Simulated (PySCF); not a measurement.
# How methods differ on the excitation energy of Zr(2+)

Zr(2+) [Kr] 4d2 (3F) → Zr(2+) [Kr] 4d1 5s1 (3D), as a difference of total energies. Computed with PySCF 2.14 in def2-TZVPPD with the def2 core potential (28 electrons) (6s4p3d2f1g, 56 functions), with scalar relativity through the core potential. Correlated levels: valence: 4s2 4p6 frozen; valence and next inner shell: nothing frozen outside the core potential. The calculations carry no spin-orbit coupling.

```csv
method,excitation energy (cm⁻¹)
UHF,19070
LDA,15739
PBE,17619
PBE0,19001
r2SCAN,19251
LC-wPBE,20261
wB97M-V,18676
revPBE,18382
M06-2X,17937
MP2 (valence),18874
SCS-MP2 (valence),19005
MP2 (valence and next inner shell),16436
SCS-MP2 (valence and next inner shell),17238
```
